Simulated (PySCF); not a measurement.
CH13NO3Si4

CH13NO3Si4 is a molecule, neutral, singlet. The structure, one conformer, was relaxed in the gas phase by PBE0-D3(BJ)/def2-SVP. No frequency run checks that it is a minimum.

SMILES: CN[Si](O[SiH3])(O[SiH3])O[SiH3]

```xyz
22

Si   -2.345    0.485   -1.154
O    -1.410   -0.416   -0.117
Si    0.125   -0.367    0.485
O     1.161   -1.267   -0.423
Si    1.497   -1.704   -1.987
O     0.602    1.213    0.379
Si    1.425    2.318   -0.540
N     0.129   -1.002    2.054
C    -0.826   -0.692    3.089
H    -2.448    1.900   -0.684
H    -1.747    0.475   -2.524
H    -3.702   -0.126   -1.201
H     2.742   -2.521   -1.986
H     0.373   -2.498   -2.565
H     1.707   -0.481   -2.823
H     2.836    1.876   -0.756
H     1.418    3.626    0.174
H     0.764    2.477   -1.871
H     0.968   -1.478    2.363
H    -0.483    0.094    3.788
H    -1.079   -1.585    3.684
H    -1.762   -0.340    2.631
```
Atom numbers follow the order of the file, from 1.

Shieldings: GIAO PBE0/pcSseg-1. Shifts are against computed references at the same level: C TMS (σ 184.4 ppm), H TMS (σ 31.27 ppm), Si TMS (σ 352.0 ppm). Core levels by delta-SCF with SCAN, pcX-2 on the ionised atom and pcseg-1 elsewhere, spin-free X2C (2p3/2 is the spin-free 2p value less a third of a first-order spin-orbit splitting); from the vacuum level, for chosen atoms.

Question: Give the shieldings and core levels atom by atom.

Answer: 
```json
{"atoms": "Si1", "bonded to": "1 O + 3 H", "σ (ppm)": "389.4", "δ (ppm)": "-37.4", "core level (eV)": "-"}
{"atoms": "O2", "bonded to": "2 Si", "σ (ppm)": "290.4", "δ (ppm)": "-", "core level (eV)": "1s 537.77"}
{"atoms": "Si3", "bonded to": "1 N + 3 O", "σ (ppm)": "430.4", "δ (ppm)": "-78.4", "core level (eV)": "2p3/2 108.06"}
{"atoms": "O4", "bonded to": "2 Si", "σ (ppm)": "291.8", "δ (ppm)": "-", "core level (eV)": "1s 537.82"}
{"atoms": "Si5", "bonded to": "1 O + 3 H", "σ (ppm)": "391.6", "δ (ppm)": "-39.6", "core level (eV)": "-"}
{"atoms": "O6", "bonded to": "2 Si", "σ (ppm)": "284.5", "δ (ppm)": "-", "core level (eV)": "1s 537.65"}
{"atoms": "Si7", "bonded to": "1 O + 3 H", "σ (ppm)": "392.8", "δ (ppm)": "-40.8", "core level (eV)": "-"}
{"atoms": "N8", "bonded to": "1 C + 1 Si + 1 H", "σ (ppm)": "238.9", "δ (ppm)": "-", "core level (eV)": "1s 404.49"}
{"atoms": "C9", "bonded to": "1 N + 3 H", "σ (ppm)": "155.8", "δ (ppm)": "28.6", "core level (eV)": "-"}
{"atoms": "H10 H11 H12", "bonded to": "1 Si", "σ (ppm)": "26.20", "δ (ppm)": "5.06", "core level (eV)": "-"}
{"atoms": "H13 H14 H15", "bonded to": "1 Si", "σ (ppm)": "26.19", "δ (ppm)": "5.08", "core level (eV)": "-"}
{"atoms": "H16 H17 H18", "bonded to": "1 Si", "σ (ppm)": "26.16", "δ (ppm)": "5.11", "core level (eV)": "-"}
{"atoms": "H19", "bonded to": "1 N", "σ (ppm)": "31.00", "δ (ppm)": "0.26", "core level (eV)": "-"}
{"atoms": "H20 H21 H22", "bonded to": "1 C", "σ (ppm)": "28.71", "δ (ppm)": "2.56", "core level (eV)": "-"}
```

Values are those of this one static structure, with the three H of a rotating XH3 group averaged; atoms that internal rotation interchanges would show their mean in an NMR spectrum.

Question: By CAM-B3LYP/def2-SVPD (TDDFT singlets, Tamm-Dancoff triplets, ionisation by delta-SCF), where does absorption start, and what does vertical ionisation take?

Answer: The lowest singlet lies at 6.22 eV (f 0.005), the strongest of the first 6 at 7.12 eV (f 0.009), the lowest triplet at 6.01 eV; vertical ionisation takes 9.20 eV.

The 3 runs behind this took 6.3 min in all, one thread each of Intel Xeon Platinum 8488C on a shared host, launched as `OMP_NUM_THREADS=1 python cluster_run.py task.json out`.
